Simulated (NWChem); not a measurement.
System: C2H4FNSi; SMILES F[Si@H]1C=NC1

NWChem input:

```
start job
memory heap 200 mb stack 900 mb global 1100 mb
geometry units angstroms noautoz
  F     -0.010077    -1.936166    -0.508696
  Si     0.019401    -0.569877     0.373366
  C      1.099411     0.885008    -0.088420
  N      0.114736     1.710721    -0.167754
  C     -1.112319     0.883287    -0.060634
  H      0.079631    -1.008935     1.798298
  H      2.138998     1.227815    -0.178569
  H     -1.827200     1.288459     0.673020
  H     -1.622375     0.837543    -1.035769
end
basis spherical
  * library def2-svp
end
dft
  xc m06-2x
  iterations 150
  mulliken
end
task dft energy
```

Structure relaxed at the PBE0/def2-SVP level.

Problem. What results follow from this input? (M06-2X/def2-SVP.) Quantities: energy (Ha); highest occupied level (eV); orbital gap (eV); dipole (D).

Solution. 
| Item | Value |
|---|---|
| energy (Ha) | -522.33 |
| highest occupied level (eV) | -8.39 |
| orbital gap (eV) | 8.41 |
| dipole (D) | 0.93 |
